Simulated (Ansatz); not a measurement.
`F/C=C(\[SiH3])CF` and `F/C=C/[SiH3]` differ in one atom or group (the configuration at the double bond changes too).

Ansatz, PBE0-D4/def2-TZVP geometries, multiplicity 1. Each molecule was computed in one conformer, which needn't be the lowest.

| property | `F/C=C(\[SiH3])CF` |
| --- | --- |
| size of the dipole moment (PBE/def2-TZVPP) / D | 1.07 |
| LUMO energy (B3LYP/def2-TZVPP) / eV | -0.67 |
| LUMO energy (ωB97M-V/def2-TZVPP) / eV | 1.61 |
| HOMO–LUMO gap (ωB97M-V/def2-TZVPP) / eV | 11.47 |
| LUMO energy (PBE0/def2-TZVPP) / eV | -0.44 |
| LUMO energy (PBE/def2-TZVPP) / eV | -1.39 |

(1) Give the same properties after the change, and the shifts. (Best estimate.)

## Answers

(1) The calculation gave: 
```tsv
property	`F/C=C/[SiH3]`	shift
size of the dipole moment (PBE/def2-TZVPP) / D	0.48	-0.59
LUMO energy (B3LYP/def2-TZVPP) / eV	-0.54	0.13
LUMO energy (ωB97M-V/def2-TZVPP) / eV	1.85	0.24
HOMO–LUMO gap (ωB97M-V/def2-TZVPP) / eV	11.94	0.47
LUMO energy (PBE0/def2-TZVPP) / eV	-0.30	0.14
LUMO energy (PBE/def2-TZVPP) / eV	-1.31	0.08
```

With PBE0 the HOMO falls by 0.24 eV and the LUMO rises by 0.14 eV, so the gap widens by about 0.38 eV. PBE moves the HOMO by -0.25 eV and ωB97M-V by -0.23 eV. Dipoles are sizes alone; their direction can turn.

B3LYP here is the variant with VWN-RPA as its local correlation; programs differ in this.
